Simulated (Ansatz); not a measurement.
A nudged elastic band was laid between two geometries of Cl$_{3}$FH$_{3}$O$_{2}$Ta (10 atoms, charge 0, multiplicity 1).

All numbers below come from Ansatz, RKS PBE-D4/def2-SVP.

```
movable images  : 9
climbing image  : yes
spring          : 20.0 eV/Å²
optimiser       : quadratic models (default)
start path      : through a guess of the saddle point
force threshold : 0.03 eV/Å
iteration limit : 60
end points      : relaxed
```

Image 0:

```xyz
10
Properties=species:S:1:pos:R:3
Ta -0.052 0.069 0.310
Cl 2.136 -0.905 0.430
Cl -0.185 -0.038 2.693
F 0.430 0.663 -1.425
Cl -1.817 1.620 0.296
O -0.981 -1.483 -0.084
H -1.370 -2.369 -0.109
O 1.226 1.917 0.872
H 1.092 2.103 1.826
H 2.163 1.630 0.796
```

Image 10:

```xyz
10
Properties=species:S:1:pos:R:3
Ta -0.632 0.697 0.442
Cl 2.638 -1.229 0.089
Cl -1.032 0.776 2.782
F -0.088 1.231 -1.295
Cl -2.763 1.544 0.053
O -0.535 -1.152 0.214
H 0.339 -1.616 0.125
O 1.135 1.384 0.927
H 1.301 1.560 1.876
H 2.279 0.014 0.392
```

Task: Which bonds break or form, and what moves?

Result: Bonds broken: Ta1–Cl2, O8–H10. Bonds formed: Cl2–H10. Cl3FH3O2Ta becomes Cl2FH2O2Ta + ClH.

Task: Give the energies along the band, and the barrier.

Result: The run converged. The highest image is number 5 of 0 to 10, 0.73 eV above the first end and 0.06 eV above the last; the last end lies 0.68 eV above the first. Another band between the same ends (9 images) ends at a top of the same energy, where a vibrational analysis finds 1 clearly imaginary mode. The orbitals stay closed-shell, which can raise the energy where a bond breaks towards radicals; this wasn't checked here.

```json
{"image": "0", "path coordinate (Å)": "0.00", "energy (eV)": "0.00", "Ta1–Cl2 (Å)": "2.40", "O8–H10 (Å)": "0.98", "Cl2–H10 (Å)": "2.56"}
{"image": "1", "path coordinate (Å)": "0.44", "energy (eV)": "0.01", "Ta1–Cl2 (Å)": "2.40", "O8–H10 (Å)": "0.98", "Cl2–H10 (Å)": "2.60"}
{"image": "2", "path coordinate (Å)": "0.87", "energy (eV)": "0.04", "Ta1–Cl2 (Å)": "2.43", "O8–H10 (Å)": "0.99", "Cl2–H10 (Å)": "2.39"}
{"image": "3", "path coordinate (Å)": "1.31", "energy (eV)": "0.14", "Ta1–Cl2 (Å)": "2.50", "O8–H10 (Å)": "1.01", "Cl2–H10 (Å)": "2.07"}
{"image": "4", "path coordinate (Å)": "1.75", "energy (eV)": "0.50", "Ta1–Cl2 (Å)": "2.74", "O8–H10 (Å)": "1.14", "Cl2–H10 (Å)": "1.69"}
{"image": "5", "path coordinate (Å)": "2.18", "energy (eV)": "0.73", "Ta1–Cl2 (Å)": "2.98", "O8–H10 (Å)": "1.57", "Cl2–H10 (Å)": "1.38"}
{"image": "6", "path coordinate (Å)": "2.61", "energy (eV)": "0.72", "Ta1–Cl2 (Å)": "3.32", "O8–H10 (Å)": "1.80", "Cl2–H10 (Å)": "1.33"}
{"image": "7", "path coordinate (Å)": "3.04", "energy (eV)": "0.71", "Ta1–Cl2 (Å)": "3.54", "O8–H10 (Å)": "1.86", "Cl2–H10 (Å)": "1.32"}
{"image": "8", "path coordinate (Å)": "3.47", "energy (eV)": "0.70", "Ta1–Cl2 (Å)": "3.67", "O8–H10 (Å)": "1.88", "Cl2–H10 (Å)": "1.32"}
{"image": "9", "path coordinate (Å)": "3.90", "energy (eV)": "0.68", "Ta1–Cl2 (Å)": "3.75", "O8–H10 (Å)": "1.90", "Cl2–H10 (Å)": "1.32"}
{"image": "10", "path coordinate (Å)": "4.32", "energy (eV)": "0.68", "Ta1–Cl2 (Å)": "3.81", "O8–H10 (Å)": "1.86", "Cl2–H10 (Å)": "1.33"}
```

Task: What is the geometry of the highest image?

Result: 
```xyz
10
Properties=species:S:1:pos:R:3
Ta -0.332 0.490 0.299
Cl 2.348 -0.778 0.596
Cl -0.622 0.185 2.644
F 0.438 0.769 -1.408
Cl -2.240 1.706 -0.063
O -0.830 -1.291 -0.046
H -0.504 -2.197 0.092
O 1.124 1.749 0.883
H 1.097 1.996 1.830
H 2.164 0.581 0.777
```

The run took 13 min on 4 threads of Arm Neoverse V2, with other jobs on the host, peak memory 0.23 GiB.
